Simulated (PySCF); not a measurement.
CH5GaS2, SMILES [SH][Ga]([CH3])[SH]. Atoms are numbered in the order given.

```xyz
9

Ga     0.2862    -0.0729    -0.0199
C      2.1827    -0.5820    -0.1405
H      2.2722    -1.6787    -0.0956
H      2.7430    -0.1578     0.7066
H      2.6274    -0.2277    -1.0815
S     -0.8373    -0.3862     1.8775
H     -2.0148     0.0931     1.4159
S     -0.7647     0.8101    -1.7728
H     -1.9646     0.9403    -1.1621
```
Charge 0, spin multiplicity 1.

Geometry optimised at B3LYP-D3(BJ)/def2-SVP. The structure was generated by enumeration; whether it is a known compound was not checked. The values are those of a single conformer.

Two levels are set side by side: PBE/pcSseg-1 (PySCF) and HF/pcSseg-1 (PySCF). GIAO shifts against H2S (³³S), TMS (¹H), TMS (¹³C) at the same level; non-relativistic, no solvent, atoms listed together averaged. Differences are taken from unrounded values.

```json
[
 {"quantity": "δ(¹³C) of C2 (ppm)", "HF": "-4.7"},
 {"quantity": "δ(¹H) of H3, H4, H5 (ppm)", "HF": "0.60"},
 {"quantity": "δ(¹H) of H7, H9 (ppm)", "HF": "0.99"}
]
```

Question: What does PBE give, and how far is it from HF? (The exact figures need the calculation; the answer reports its results.)

Answer: 
```tsv
quantity	PBE	PBE minus HF
δ(¹³C) of C2 (ppm)	2.9	7.7
δ(¹H) of H3, H4, H5 (ppm)	0.86	0.26
δ(¹H) of H7, H9 (ppm)	1.43	0.45
```

Rough cost on one machine, each run with all the roots and properties that it gave: HF against PBE within a factor of 2.
